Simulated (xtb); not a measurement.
C3H9Bi, SMILES [Bi]([CH3])([CH3])[CH3]. All values are semi-empirical tight-binding results from xtb (GFN2-xTB unless named), good for trends rather than for accurate numbers. Geometry optimised at GFN2-xTB. The isomer is the one that the SMILES or the coordinates give; other isomers of the formula were not compared.

Optimised geometry:

```xyz
13

Bi    -0.0016    -0.0030     0.3278
C     -1.0592    -1.5409    -0.9607
H     -0.5864    -2.5073    -0.8453
H     -0.9948    -1.2353    -1.9950
H     -2.1007    -1.6177    -0.6761
C     -0.8071     1.7080    -0.9241
H     -0.5681     1.5254    -1.9618
H     -0.3599     2.6436    -0.6149
H     -1.8815     1.7728    -0.8127
C      1.8802    -0.1409    -0.9300
H      1.6043    -0.1353    -1.9746
H      2.4113    -1.0571    -0.7075
H      2.5263     0.7033    -0.7278
```
Charge 0, spin multiplicity 1.

For metal compounds this method's bond lengths and energies can be far off.

```json
{
 "orbital_gap": "6.84 eV",
 "zero_point_energy": "67.8 kcal/mol",
 "G − E(el) at 298.15 K (modified RRHO)": "46.1 kcal/mol"
}
```

Computed atomic charges and the Wiberg bond orders between heavy atoms:
charges (e) Bi1 0.33, C2 -0.18, H3 0.02, H4 0.03, H5 0.02, C6 -0.18, H7 0.03, H8 0.02, H9 0.02, C10 -0.18, H11 0.03, H12 0.02, H13 0.02. Bond orders Bi1–C2 0.97, Bi1–C6 0.97, Bi1–C10 0.97.
